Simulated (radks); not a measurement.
Results of a calculation; reference values are marked as such.
Question: Species: Os. Configuration: [Xe] 4f14 5d6 6s2 (the NIST ground configuration). Level of theory: scalar-relativistic Kohn-Sham, r2SCAN, spin-polarised, spherical densities, finite nucleus; open shells are filled with parallel spins first (spin-orbit coupling, left out, can overturn this in heavy ions); meta-GGA in the generalised Kohn-Sham scheme; Fermi nuclear charge, rms radius 5.4126 fm (a radial shooting solver on a logarithmic mesh with Libxc functionals). Some entries of the table are withheld. Estimate them.

orbital  occ.  eigenvalue (hartree)  <1/r> (bohr^-1)
1s down     1             -2717.325            90.42
1s up       1             -2717.324            90.42
2s up       1             -474.2452            21.19
2s down     1             -474.2330            21.19
2p up       3             -412.8979            19.05
2p down     3             -412.8885            19.05
3s up       1             -110.7395            7.862
3s down     1             -110.7383            7.862
3p up       3             -92.64309            7.220
3p down     3             -92.64100            7.220
3d up       5             -72.37946            6.802
3d down     5             -72.37252            6.802
4s up       1             -23.59025            3.342
4s down     1             -23.58063            3.341
4p up       3             -17.62808            3.032
4p down     3             -17.61975            3.031
4d up       5             -10.18563            2.705
4d down     5             -10.17560            2.705
5s up       1              -3.46810            1.323
5s down     1              -3.39020            1.337
5p up       3                   (1)            1.118
4f up       7              -1.93453            2.237
4f down     7              -1.91722            2.244
5p down     3                   (2)            1.134
5d up       5              -0.28309           0.7420
6s up       1              -0.25771              (3)
6s down     1              -0.20426              (4)
5d down     1              -0.16331           0.7188

Answer: 
(1) 5p up eigenvalue (hartree): -1.96267
(2) 5p down eigenvalue (hartree): -1.85846
(3) 6s up <1/r> (bohr^-1): 0.4462
(4) 6s down <1/r> (bohr^-1): 0.3981
